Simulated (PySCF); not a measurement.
Gas-phase reaction: MoO3 + 2 ClF → MoO2Cl2 + O + 2 F

Computed with PySCF and rigid-rotor harmonic-oscillator thermochemistry at 1 bar. † marks an energy on the PBE0/def2-TZVP geometry and frequencies; other levels use their own. MP2 and CCSD(T) freeze the core. Open shells (unrestricted): O (multiplicity 3), F (multiplicity 2); the rest are closed-shell singlets. Spin-orbit splitting is ignored; it lowers the true energy and changes the entropy of O, F. B3LYP is the form with VWN-RPA correlation. Mo: scalar-relativistic def2 core potential, no spin-orbit coupling. MP2 isn't extrapolated to the basis-set limit. CCSD(T) isn't extrapolated to the basis-set limit. Strong static correlation: MoO3. Warning, large T1 diagnostic: MoO2Cl2, MoO3 (CCSD(T)/def2-TZVPP†).

```json
[
 {"level": "B3LYP/def2-TZVP†", "ΔH°(298 K), kJ": "(withheld)"},
 {"level": "BLYP/def2-TZVP†", "ΔH°(298 K), kJ": "(withheld)"},
 {"level": "CCSD(T)/def2-TZVPP†", "ΔH°(298 K), kJ": "189"},
 {"level": "M06-2X/def2-TZVP†", "ΔH°(298 K), kJ": "212"},
 {"level": "MP2/def2-TZVPP†", "ΔH°(298 K), kJ": "246"},
 {"level": "PBE/def2-SVP", "ΔH°(298 K), kJ": "(withheld)"},
 {"level": "PBE0/def2-TZVP", "ΔH°(298 K), kJ": "207"},
 {"level": "r2SCAN/def2-TZVP†", "ΔH°(298 K), kJ": "(withheld)"}
]
```

Fill in the missing entries.


- B3LYP/def2-TZVP†, ΔH°(298 K), kJ: 235
- BLYP/def2-TZVP†, ΔH°(298 K), kJ: 322
- PBE/def2-SVP, ΔH°(298 K), kJ: 316
- r2SCAN/def2-TZVP†, ΔH°(298 K), kJ: 218
